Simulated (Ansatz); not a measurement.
Reaction (ligand exchange at a B–C bond): `BCC(N)F` + `[CH3][AlH][OH]` → `B[O][AlH][CH3]` + `CC(N)F`

Computed with Ansatz on PBE0-D4/def2-TZVP structures; ΔE is electronic, products minus reactants. CCSD(T)/CBS adds triple-zeta CCSD(T) − MP2 to the extrapolated MP2 energy (def2 sets, frozen cores). Functionals use def2-TZVPP. B3LYP here is the variant with VWN-RPA as its local correlation; programs differ in this. Each species was taken in one conformer, which may not be the lowest.

| level | ΔE (kJ/mol) | difference from CCSD(T)/CBS |
| --- | --- | --- |
| PBE-D4 | -139.6 | 1.8 |
| B3LYP-D4 | -148.7 | -7.3 |
| ωB97M-V | -142.0 | -0.6 |
| PBE | -140.9 | 0.5 |
| r2SCAN | -144.4 | -3.0 |
| PBE0 | -141.6 | -0.2 |
| B3LYP | -150.7 | -9.3 |
| HF/def2-TZVPP | -156.0 | -14.6 |
| MP2/def2-TZVPP | -142.5 | -1.1 |
| SCS-MP2/def2-TZVPP | -145.3 | -3.9 |
| CCSD/def2-TZVPP | -143.7 | -2.3 |
| CCSD(T)/def2-TZVPP | -142.8 | -1.4 |
| SCS-MP2/def2-QZVPP | -144.8 | -3.4 |
| HF/CBS(def2) | -157.0 | -15.6 |
| MP2/CBS(def2) | -141.0 | 0.4 |
| CCSD/CBS(def2) | -142.2 | -0.8 |
| CCSD(T)/CBS | -141.4 | 0 |

Largest T1 diagnostic among the species: 0.013.

In def2-TZVPP, CCSD(T) changes the Hartree–Fock value by +13.2 kJ/mol (the triples alone add +0.8 kJ/mol) and MP2 by +13.5 kJ/mol.
